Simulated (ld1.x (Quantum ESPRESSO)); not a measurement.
## Before and after: TM potential for carbon

```json
{
 "Element": "carbon",
 "Generator": "ld1.x (Quantum ESPRESSO) 7.5",
 "Type": "norm-conserving Troullier–Martins (Kleinman–Bylander form)",
 "Functional": "LDA (PZ)",
 "Relativity": "scalar-relativistic",
 "Frozen core": "[He]",
 "Valence charge": "4",
 "Reference configuration": "2s2 2p2",
 "Partial waves": "2s (bound): rc 1.10 bohr; 2p (bound): rc 2.10 bohr",
 "Local potential": "all-electron potential smoothed inside 1.65 bohr (lloc = -2)",
 "Core correction": "Bessel-smoothed model core, default radius (core density twice the valence density)"
}
```

All-electron outer shells of the reference configuration (LDA (PZ), scalar-relativistic, ld1.x):

| shell | level (eV) | outermost node (bohr) | outermost maximum (bohr) |
| --- | --- | --- | --- |
| 1s | -270.81 | – | 0.18 |
| 2s | -13.64 | 0.38 | 1.22 |
| 2p | -5.42 | – | 1.19 |

Change: local potential all-electron potential smoothed inside 2.05 bohr (lloc = -2).

Cutoffs: the cutoffs (Ry, on a coarse ladder) from which the occupation-weighted sum of valence levels, in a spherical-Bessel basis at the reference potential, stays within 10 and 1 mRy of its value at 400 Ry; they do not see the model core or the augmentation charge, which bear on the density cutoff. Errors are all-electron minus pseudo energies relative to the spin-unpolarised reference configuration.

**Question.** What does the change do?

**Answer.** The potential gets neither clearly harder nor softer (35 Ry and 90 Ry → 35 Ry and 90 Ry); the bound ghost in s disappears; of the 9 tests that both files solve, the error grows in 4 and shrinks in 0 by more than 15 % and 0.3 meV (median size 21.2 → 31.4 meV). In the separable form a ghost depends on how the local part lies against the semilocal potential of the channel, so the choice of the local part can create or remove one.

| quantity | base | changed |
| --- | --- | --- |
| cutoff, loose | 35 Ry | 35 Ry |
| cutoff, tight | 90 Ry | 90 Ry |
| bound ghosts | s | none |
| error for 2s2 2p1, meV [ΔE 10.99 eV] | +14 | +31 |
| error for 2s2 2p0, meV [ΔE 35.25 eV] | +187 | +345 |
| error for 2s1 2p0, meV [ΔE 83.22 eV] | +420 | +698 |
| error for 2s1 2p2, meV [ΔE 19.48 eV] | -40 | -35 |
| error for 2s0 2p4, meV [ΔE 16.52 eV] | +15 | +15 |
| error for 2s1 2p3, meV [ΔE 8.24 eV] | +3.1 | +3.1 |
| error for 2s2 2p2.3, meV [ΔE -1.20 eV] | -0.1 | +0.1 |
| error for 2s2 2p2 (spin-polarised), meV [ΔE -1.13 eV] | +27 | +27 |
| error for 2s2 2p1 (spin-polarised), meV [ΔE 10.59 eV] | +21 | +37 |
| s: phases at 2.29 bohr within 0.05 rad from the reference energy up to (Ry; the scan ends near 5) | 1.6 | 1.7 |
| p: phases at 2.29 bohr within 0.05 rad from the reference energy up to (Ry; the scan ends near 5) | 1.8 | 1.6 |

 A true bound ghost makes a file unfit for plane-wave use even where its test errors are small: the radial tests pick states by their node count and pass the ghost by.
